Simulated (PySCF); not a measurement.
A structure optimised at PBE-D3(BJ)/def2-TZVPD, used in a PySCF frequency run:

```
Ca
F 1 1.9565
```
Charge 0, spin multiplicity 2.

Q: Write its SMILES, formula and point group.

A: [F][Ca], CaF, C∞v

Q: What are its rotational constants (standard atomic weights)?

A: 10.244 GHz (linear rotor, B only)
